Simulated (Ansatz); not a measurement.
Compare A (`N[SiH2][SiH](O)F`) with its isomer B (`O[SiH](F)N[SiH3]`).

Program: Ansatz. Geometries: PBE0-D4/def2-TZVP. ΔE: electronic, gas phase. CBS: MP2 limit from def2 TZ/QZ plus the TZ coupled-cluster correction, frozen cores. Functionals use def2-TZVPP. B3LYP here is the variant with VWN-RPA as its local correlation; programs differ in this. Each species was taken in one conformer, which may not be the lowest.

Which isomer does CCSD(T)/CBS put lower? Give the gap. (Estimate.)

The calculation gave: B, by 24.8 kcal/mol.

Give E(B) − E(A) in kcal/mol with B3LYP, CCSD/def2-TZVPP, PBE-D4, ωB97M-V, B2PLYP, CCSD(T)/def2-TZVPP, HF/def2-TZVPP. (Best estimate.)

The calculation gave: B3LYP -23.3, CCSD/def2-TZVPP -25.8, PBE-D4 -18.3, ωB97M-V -24.9, B2PLYP -24.8, CCSD(T)/def2-TZVPP -25.1, HF/def2-TZVPP -29.6. None reverses the order clearly.

Largest T1 diagnostic: 0.012.

From PBE to PBE0 (25 % exact exchange), in def2-TZVPP and without D4, E(B) − E(A) moves by −2.6 kcal/mol. In def2-TZVPP, CCSD(T) changes the Hartree–Fock value by +4.5 kcal/mol (the triples alone add +0.7 kcal/mol) and MP2 by +3.0 kcal/mol.
